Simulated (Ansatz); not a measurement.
A structure relaxed at PBE0-D4/def2-TZVP, charge 0, multiplicity 1:

| atom | x (Å) | y (Å) | z (Å) |
| --- | --- | --- | --- |
| B1 | -0.593 | 0.181 | -1.539 |
| N2 | -0.101 | -0.082 | -0.266 |
| C3 | 0.111 | -1.431 | 0.229 |
| Ge4 | 0.334 | 1.282 | 0.923 |
| H5 | -0.746 | 1.317 | -1.889 |
| H6 | -0.857 | -0.738 | -2.265 |
| H7 | -0.173 | -2.154 | -0.537 |
| H8 | -0.489 | -1.626 | 1.125 |
| H9 | 1.161 | -1.600 | 0.490 |
| H10 | -0.516 | 1.095 | 2.194 |
| H11 | 0.048 | 2.620 | 0.242 |
| H12 | 1.821 | 1.136 | 1.293 |

(1) Give its formula and SMILES.

(2) Point group (tolerance 0.08 Å, 0.16 Å for H)?

(3) Summarise the bond lengths by kind.

Answers

(1) CH8BGeN, `B[N](C)[GeH3]`.

(2) Cs.

(3) 1 × B–N 1.389 Å; 2 × B–H 1.199 to 1.201 Å; 1 × C–N 1.453 Å; 1 × Ge–N 1.861 Å; 3 × C–H 1.091 to 1.095 Å; 3 × Ge–H 1.529 to 1.540 Å.

Computed with Ansatz.
